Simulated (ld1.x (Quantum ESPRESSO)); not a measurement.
# How hard is this Al (Z = 13) TM potential?

| Item | Value |
| --- | --- |
| Element | Al (Z = 13) |
| Generator | ld1.x (Quantum ESPRESSO) 7.5 |
| Type | norm-conserving Troullier–Martins (Kleinman–Bylander form) |
| Functional | PBEsol |
| Relativity | non-relativistic |
| Frozen core | [He] |
| Valence charge | 11 |
| Reference configuration | 2s2 2p6 3s1 3p0 (charge +2) |
| Partial waves | 2s (bound): rc 0.55 bohr; 2p (bound): rc 1.05 bohr; 3d channel at 0.1 Ry: rc 0.80 bohr |
| Local potential | all-electron potential smoothed inside 0.50 bohr (lloc = -2) |
| Core correction | none |

Occupied shells without a wave of their own: 3s. They enter only through the test configuration that unscreens the potential.

The pseudo-atom Hamiltonian at the reference potential is diagonalised in spherical Bessel functions j_l(qr) that vanish at 20 bohr, with q² up to the cutoff. All-electron valence levels (Ry): 2s -9.4060, 3s -1.7351, 2p -6.6270, 3p -1.2602.

Task: How do the lowest levels (Ry) of each channel move with the cutoff, and are there ghosts?

Result:

| cutoff (Ry) | s #1 | s #2 | p #1 | p #2 | d #1 | d #2 | f #1 | Σ f·Δε (mRy) |
| --- | --- | --- | --- | --- | --- | --- | --- | --- |
| 8 | -7.0337 | -1.4072 | -2.1005 | -0.6948 | -0.6773 | -0.3142 | -0.2889 | 32227.6 |
| 15 | -8.3244 | -1.5862 | -2.7472 | -0.8258 | -0.6879 | -0.3188 | -0.2890 | 25586.9 |
| 25 | -8.8956 | -1.6792 | -3.4888 | -0.9397 | -0.6937 | -0.3212 | -0.2890 | 19901.7 |
| 35 | -8.9734 | -1.6974 | -4.2098 | -1.0302 | -0.6959 | -0.3222 | -0.2890 | 15401.7 |
| 50 | -8.9870 | -1.6988 | -5.1024 | -1.1226 | -0.6973 | -0.3228 | -0.2890 | 10018.0 |
| 70 | -9.0723 | -1.7053 | -5.9647 | -1.1977 | -0.6980 | -0.3231 | -0.2890 | 4667.1 |
| 100 | -9.2247 | -1.7193 | -6.5262 | -1.2419 | -0.6984 | -0.3233 | -0.2890 | 979.1 |
| 140 | -9.3503 | -1.7317 | -6.6223 | -1.2495 | -0.6985 | -0.3233 | -0.2890 | 138.7 |
| 180 | -9.3882 | -1.7355 | -6.6258 | -1.2498 | -0.6985 | -0.3233 | -0.2890 | 38.1 |
| 260 | -9.3948 | -1.7362 | -6.6267 | -1.2498 | -0.6985 | -0.3233 | -0.2890 | 19.0 |
| 400 | -9.4030 | -1.7370 | -6.6270 | -1.2499 | -0.6985 | -0.3233 | -0.2890 | 0.0 |

Result: no extra level below or beside the all-electron valence levels (s, p, d, f tested); 10 mRy is reached at over 300 Ry and 1 mRy at over 300 Ry.
